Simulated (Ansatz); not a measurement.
**Question.** Name a neutral molecule of O, S, Si and H with HOMO–LUMO gap (PBE0/def2-TZVPP) between 7.25 and 7.55 eV and size of the dipole moment (PBE/def2-TZVPP) between 1.35 and 1.65 D (Ansatz, PBE0-D4/def2-TZVP geometry).

**Answer.** `O[SiH](S)S` (7.47 eV, 1.52 D); `O[SiH]([SiH3])S` (7.28 eV, 1.59 D). Other molecules can fit too; these were computed, each in one conformer that needn't be the lowest.
